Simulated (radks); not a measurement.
Question: Gd3+, 61 electrons, occupied as [Xe] 4f7. Calculated with a radial shooting solver on a logarithmic mesh with Libxc functionals: scalar-relativistic Kohn-Sham, LDA (Slater exchange, Perdew-Wang correlation), spin-polarised, spherical densities, point nucleus; open shells are filled with parallel spins first (spin-orbit coupling, left out, can overturn this in heavy ions). Some entries of the table are withheld. Estimate them.

orbital  occ.  eigenvalue (Ry)  r(max) (bohr)
1s down     1        -3680.961        0.01393
1s up       1        -3680.961        0.01393
2s up       1        -609.3540        0.07906
2s down     1        -609.3463        0.07906
2p up       3        -542.6864        0.06396
2p down     3        -542.6810        0.06396
3s up       1        -136.5206         0.2245
3s down     1        -136.3197         0.2244
3p up       3        -115.8679         0.2203
3p down     3        -115.6687         0.2201
3d up       5        -88.52743         0.1800
3d down     5        -88.37172         0.1799
4s up       1        -29.07886         0.5158
4s down     1        -28.63471         0.5156
4p up       3        -22.26776         0.5383
4p down     3        -21.82841         0.5381
4d up       5        -12.84373         0.5590
4d down     5        -12.41356         0.5589
5s up       1         -5.59279          1.188
5s down     1         -5.37299          1.200
5p up       3         -3.89212          1.339
5p down     3         -3.72625          1.360
4f up       7         -2.63504         0.5656
4f down     0         -2.25534         0.5689
5d up       0         -1.85971          1.783
5d down     0         -1.78284          1.840
6s up       0              (1)          2.824
6s down     0              (2)          2.872
6p up       0         -1.25757            (3)
6p down     0         -1.23190            (4)
5f up       0         -0.66461          3.972
5f down     0         -0.65411          4.098

Answer: 
(1) 6s up eigenvalue (Ry): -1.66808
(2) 6s down eigenvalue (Ry): -1.63347
(3) 6p up r(max) (bohr): 3.341
(4) 6p down r(max) (bohr): 3.405
